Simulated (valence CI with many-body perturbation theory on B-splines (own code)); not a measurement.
**Mn¹²⁺: electric-dipole lines**

Calculated by relativistic CI+MBPT: three valence electrons over a frozen Dirac-Fock core [Ne], radial functions for each j: 11 s, 11 p, 9 d, 7 f, 5 g, 2 h, 1 i, with the one-electron correlation potential Σ1 (screened to all orders), the two-electron term Σ2, the three-electron term Σ3, Breit, model QED; selected single and double excitations, second order for the rest, scaled by the run's own slope (own B-spline code, finite nucleus).

No measured spectrum was set against this ion. As an estimate, levels of excited configurations hold to 0.05 to 0.15 % of their energy, terms of the ground configuration to about 0.5 %.

Lines 1 to 50 of 261 in falling wavelength, among levels below 1043200 cm⁻¹, chosen from the strongest by gf and those to the six lowest levels. Wavelengths and rates use the calculated energies, so an error of 300 cm⁻¹ moves a line at 589.8 Å by 0.18 % and its rate by three times that or more. Electric multipoles are in the length gauge, E1 and E2 with the static RPA response of the core. Weak lines are less certain than strong ones. Lines between different terms over intervals too small for the method are left out, as are lines whose strength nearly cancels. Where a level lies close to another of its J and parity, the split of strength between their lines is uncertain. The highest levels of a list are the least certain.

Names give the largest LS component (configuration and term), which can be under half, so a name can repeat, a term be missing and a line seem to break the LS rules; names also repeat where a configuration has a term twice. Letters in brackets count levels of one name in rising energy.

```csv
λ vac (Å),Upper,Lower,A (s⁻¹),log gf,Branch %
589.8,3p3 2D°_5/2,3s 3p2 2P_3/2,5.83e+08,-0.74,16.3
570.6,3p2 3d 2D_5/2 [a],3s 3p 3d 2D°_5/2 [b],3.47e+08,-0.99,0.7
555.1,3p2 3d 2G_7/2,3s 3p 3d 2F°_5/2 [b],8.12e+08,-0.52,15.3
538.2,3p2 3d 2G_9/2,3s 3p 3d 2F°_7/2 [b],9.19e+08,-0.40,17.2
519.6,3p2 3d 2F_7/2 [a],3s 3p 3d 2F°_7/2 [a],7.28e+08,-0.63,11.8
518.0,3s 3p2 4P_1/2,3s2 3p 2P°_3/2,7.04e+06,-3.25,28.7
502.7,3p2 3d 2F_5/2 [a],3s 3p 3d 2F°_5/2 [a],1.07e+09,-0.61,20.4
502.0,3s 3p2 4P_3/2,3s2 3p 2P°_3/2,4.38e+06,-3.18,91.8
482.8,3s 3p2 4P_5/2,3s2 3p 2P°_3/2,1.77e+07,-2.43,100.0
479.9,3s 3p2 4P_1/2,3s2 3p 2P°_1/2,1.75e+07,-2.92,71.3
466.2,3s 3p2 4P_3/2,3s2 3p 2P°_1/2,3.93e+05,-4.29,8.2
457.5,3p2 3d 2P_1/2 [b],3s 3p 3d 2P°_3/2 [b],2.04e+09,-0.89,5.7
444.3,3p2 3d 2P_3/2 [b],3s 3p 3d 2D°_5/2 [b],7.99e+08,-1.02,2.7
442.0,3p2 3d 2F_5/2 [a],3s 3p 3d 2D°_3/2 [a],1.40e+09,-0.61,26.6
435.1,3p2 3d 2P_3/2 [b],3s 3p 3d 2P°_1/2 [b],1.14e+09,-0.89,3.8
433.6,3p3 2P°_3/2,3s 3p2 2P_3/2,2.27e+09,-0.59,16.9
432.0,3p2 3d 2F_7/2 [a],3s 3p 3d 2D°_5/2 [a],1.30e+09,-0.54,21.1
425.1,3p3 2P°_1/2,3s 3p2 2P_1/2,2.84e+09,-0.81,19.7
424.1,3p2 3d 2D_5/2 [b],3s 3p 3d 2P°_3/2 [b],2.02e+09,-0.49,9.2
419.8,3p2 3d 2F_5/2 [b],3s 3p 3d 2D°_3/2 [b],1.37e+09,-0.66,2.3
415.1,3p2 3d 2G_9/2,3s 3p 3d 2F°_7/2 [a],3.63e+09,-0.03,67.8
414.6,3p2 3d 2F_7/2 [b],3s 3p 3d 2D°_5/2 [b],2.30e+09,-0.32,3.8
403.1,3p2 3d 2P_3/2 [a],3s 3p 3d 2D°_5/2 [a],1.85e+09,-0.74,8.8
400.1,3p2 3d 2G_7/2,3s 3p 3d 2F°_5/2 [a],3.94e+09,-0.12,74.3
395.2,3s 3p 3d 2F°_5/2 [a],3s2 3d 2D_3/2,1.26e+09,-0.75,8.0
394.7,3p2 3d 4F_3/2,3s 3p 3d 4D°_1/2,2.24e+09,-0.68,15.6
393.5,3p2 3d 4F_7/2,3s 3p 3d 4D°_5/2,1.27e+09,-0.63,8.7
387.9,3p2 3d 2D_5/2 [b],3s 3p 3d 2F°_7/2 [b],9.83e+08,-0.88,4.5
387.6,3p3 2D°_3/2,3s 3p2 2D_3/2,1.98e+09,-0.75,47.8
386.9,3p2 3d 4F_5/2,3s 3p 3d 4D°_3/2,2.09e+09,-0.55,14.4
385.9,3p3 2P°_3/2,3s 3p2 2S_1/2,1.46e+09,-0.88,10.9
385.9,3p3 2D°_5/2,3s 3p2 2D_5/2,2.66e+09,-0.45,74.3
384.4,3p2 3d 4F_9/2,3s 3p 3d 4D°_7/2,3.17e+09,-0.15,21.7
384.3,3p2 3d 2F_5/2 [b],3s 3p 3d 2F°_5/2 [b],2.22e+09,-0.53,3.8
383.5,3p3 2D°_5/2,3s 3p2 2D_3/2,2.64e+08,-1.46,7.4
382.8,3s 3p2 2D_3/2,3s2 3p 2P°_3/2,8.77e+07,-2.11,4.1
380.5,3s 3p2 2D_5/2,3s2 3p 2P°_3/2,1.74e+09,-0.64,100.0
379.2,3s 3p 3d 2F°_7/2 [a],3s2 3d 2D_5/2,1.83e+09,-0.50,11.0
379.2,3p2 3d 4D_7/2,3s 3p 3d 2D°_5/2 [a],7.23e+08,-0.90,4.2
378.2,3p2 3d 2P_1/2 [a],3s 3p 3d 2D°_3/2 [a],2.56e+09,-0.96,11.7
376.6,3p2 3d 4F_7/2,3s 3p 3d 4P°_5/2,1.88e+09,-0.49,12.9
376.2,3p2 3d 4D_1/2,3s 3p 3d 4P°_1/2,3.19e+09,-0.87,17.0
374.8,3p2 3d 2F_7/2 [b],3s 3p 3d 2F°_7/2 [b],2.93e+09,-0.31,4.9
370.6,3p3 4S°_3/2,3s 3p2 2D_3/2,6.41e+07,-2.28,0.2
368.6,3p2 3d 4D_3/2,3s 3p 3d 4P°_3/2,2.50e+09,-0.69,13.3
368.4,3p2 3d 2F_5/2 [b],3s 3p 3d 2P°_3/2 [a],9.57e+08,-0.93,1.6
368.1,3p2 3d 4D_5/2,3s 3p 3d 4D°_5/2,2.19e+09,-0.57,12.3
367.9,3p2 3d 4D_5/2,3s 3p 3d 4P°_3/2,1.53e+09,-0.73,8.6
361.6,3s 3p2 2D_3/2,3s2 3p 2P°_1/2,2.06e+09,-0.79,95.9
361.0,3p2 3d 4D_7/2,3s 3p 3d 4D°_5/2,1.17e+09,-0.74,6.8
```

**Question.** How does gf follow from A for the line at 384.3 Å?

**Answer.** gf = 1.4992 × (2J+1)_upper × A / σ², with σ = 260220 cm⁻¹ and 2J+1 = 6: gf = 0.295.
